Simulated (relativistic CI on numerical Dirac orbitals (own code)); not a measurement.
## One change at a time: Bi¹⁹⁺

Base calculation: Dirac-Coulomb-Breit CI, KLI orbitals optimised for each configuration, model QED, unscaled Slater integrals.

Configurations in the expansion (outside the closed core [Kr] 4d10): 4f¹⁴5s²5p², 4f¹⁴5s5p³, 4f¹⁴5s²5p5d, 4f¹⁴5s5p²5d, 4f¹³5s²5p³, 4f¹⁴5s²5p5f, 4f¹⁴5s5p²5f, 4f¹⁴5s²5p5g, 4f¹⁴5s²5p6s, 4f¹⁴5p³5d, 4f¹⁴5s5p5d², 4f¹³5s²5p²5d, 4f¹⁴5s5p²5g, 4f¹⁴5s²5p6p, 4f¹⁴5s²5d5f, 4f¹⁴5p³6s, 4f¹⁴5s5p²6s, 4f¹⁴5s²5p6d, 4f¹⁴5s5p5d6s, 4f¹⁴5p⁴, 4f¹³5p⁵, 4f¹⁴5s²5d², 4f¹⁴5s5d³, 4f¹⁴5s5d²5f, 4f¹⁴5p²5d², 4f¹⁴5p5d³, 4f¹³5p³5d², 4f¹⁴5p5d²5f, 4f¹⁴5s²5f², 4f¹⁴5s5d5f², 4f¹⁴5s5f³, 4f¹⁴5s²5d6s, 4f¹⁴5s5d²6s, 4f¹⁴5s5d5f6s, 4f¹⁴5p²5f², 4f¹⁴5p5d5f², 4f¹³5p³5f², 4f¹⁴5p5f³, 4f¹⁴5s²5g², 4f¹⁴5s5d5g², 4f¹⁴5s5f5g², 4f¹⁴5p³5f, 4f¹³5p⁴5f, 4f¹⁴5s²6s², 4f¹⁴5s5d6s², 4f¹⁴5s5f6s². Double excitations out of closed p, d and f shells are left out; levels of such configurations are missing from the list, as are those of other unlisted configurations, and high levels can miss mixing partners. These lack a partner that the ground configuration has and come out too high: 4f¹³5s²5p²5d, 4f¹⁴5s5p²5g, 4f¹⁴5s²5p5g, 4f¹⁴5s²5p6s, 4f¹⁴5s²5p6p.

Variants: (1) valence Slater integrals scaled by 0.9; (2) non-relativistic limit; (3) one mean potential for all configurations. Shifts of the energy above 4f¹⁴5s²5p² ³P0, in cm⁻¹, for the lowest level and the first level of each name with at least 55 % of one term (blank where a level changes its place among those of its configuration and J or its character, or is not in the variant):

| Level | Base | Δ(1) | Δ(2) | Δ(3) |
| --- | --- | --- | --- | --- |
| 4f¹⁴5s²5p² ³P0 | 0 | 0 | 0 | 0 |
| 4f¹⁴5s²5p² ³P1 | 239045 | +2247 | -239045 | -102 |
| 4f¹⁴5s²5p² ¹D2 | 256722 | +665 |  | -95 |
| 4f¹⁴5s²5p² ³P2 | 509583 | +1835 |  | -209 |
| 4f¹⁴5s²5p² ¹S0 | 548978 | -2035 | -481271 | -236 |
| 4f¹⁴5s²5p5d ³F°2 | 844156 | +5379 | -256218 | -226 |
| 4f¹⁴5s5p³ ³D°3 | 868599 | +5991 | -545077 | -71 |
| 4f¹⁴5s5p³ ³P°0 | 909081 | +1920 | -550410 | -42 |
| 4f¹³5s²5p³ ³D1 | 924628 | +725 |  | +16823 |
| 4f¹⁴5s²5p5d ³F°3 | 943996 | +654 | -356058 | -169 |
| 4f¹³5s²5p³ ⁵F5 | 1132146 | +1530 |  | +18208 |
| 4f¹⁴5s²5p5d ³F°4 | 1156540 | +5067 | -568601 | -165 |
| 4f¹⁴5s²5p5d ³P°0 | 1159250 | -314 | -523619 | -93 |
| 4f¹³5s²5p³ ³H6 | 1160459 | -1373 |  | +18054 |

At this charge energies of transitions that change n are usually good to better than 1 %, and those within a shell (Δn = 0) to a few per cent.

Ionisation energy from the two ground configurations alone: base 504.523 eV. The NIST ASD value (theoretical) is 520 eV. The gap of more than 2 % comes from missing correlation, or from a tabulated value that is itself an estimate.

LS names give the leading component of a level, which can be under half, so a name can repeat, a term be missing and a line seem to break the LS rules.
